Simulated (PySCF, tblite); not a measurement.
Isomers of C7H14F2Si, one GFN2-xTB conformer each. Single-point energies are computed at PBE0/pcSseg-1 (PySCF, gas phase, no added dispersion term), electronic only.

```
                        SMILES  GFN2-xTB relative energy (kJ/mol)
CC(C)(C)[C@H]([SiH3])/C(F)=C/F                               88.5
       C=C(C(F)F)[Si@@H](C)CCC                              145.0
C[C@@]1(F)CC[SiH2]C[C@@H](F)C1                                0.0
```

Conformers: `[CH3:1][C:2]([CH3:3])([CH3:4])[C@H:5]([SiH3:6])/[C:7]([F:8])=[CH:9]/[F:10]` with C2–C5–C7–F8 67°; `[CH2:1]=[C:2]([CH:3]([F:4])[F:5])[Si@@H:6]([CH3:7])[CH2:8][CH2:9][CH3:10]` with C1–C2–C3–F4 18°, C1–C2–Si6–C7 139°, C2–Si6–C8–C9 57°, Si6–C8–C9–C10 -179°; `[CH3:1][C@@:2]1([F:3])[CH2:4][CH2:5][SiH2:6][CH2:7][C@@H:8]([F:9])[CH2:10]1` with C1–C2–C4–C5 -174°, C2–C4–C5–Si6 -77°, C4–C5–Si6–C7 69°, C5–Si6–C7–C8 -10°.

Problem. What does PBE0/pcSseg-1 give for the same structures?

Solution. 
```tsv
SMILES	PBE0/pcSseg-1 E (Eh)	PBE0/pcSseg-1 (kJ/mol)	GFN2-xTB (kJ/mol)	point group
C[C@@]1(F)CC[SiH2]C[C@@H](F)C1	-763.66306	0.0	0.0	C1
C=C(C(F)F)[Si@@H](C)CCC	-763.64535	46.5	145.0	C1
CC(C)(C)[C@H]([SiH3])/C(F)=C/F	-763.60328	157.0	88.5	C1
```

Both levels put the same isomer lowest; measured from each level's own lowest isomer, the values differ by up to 98.5 kJ/mol (C=C(C(F)F)[Si@@H](C)CCC: 145.0 against 46.5). As drawn, the highest has a C=C bond outside aromatic rings and a quaternary carbon, which the lowest lacks.

Problem. Which frontier levels, dipoles and rotational constants go with these structures?

Solution. 
| SMILES | HOMO (eV, PBE0/pcSseg-1) | LUMO (eV) | dipole (D) | A, B, C (MHz) |
| --- | --- | --- | --- | --- |
| C[C@@]1(F)CC[SiH2]C[C@@H](F)C1 | -8.49 | 0.73 | 2.55 | 1297, 1028, 679.4 |
| C=C(C(F)F)[Si@@H](C)CCC | -7.93 | -0.62 | 1.77 | 1254, 712.2, 609.1 |
| CC(C)(C)[C@H]([SiH3])/C(F)=C/F | -7.02 | 0.24 | 2.71 | 1421, 809.5, 656.7 |

Problem. What happens when harmonic zero-point energies from GFN2-xTB frequencies are added?

Solution. 
```tsv
SMILES	ZPE (kJ/mol)	electronic (kJ/mol)	with ZPE (kJ/mol)
C[C@@]1(F)CC[SiH2]C[C@@H](F)C1	510.8	0.0	0.0
C=C(C(F)F)[Si@@H](C)CCC	504.1	46.5	39.8
CC(C)(C)[C@H]([SiH3])/C(F)=C/F	496.2	157.0	142.3
```

The zero-point energies span 14.6 kJ/mol. The order is unchanged.
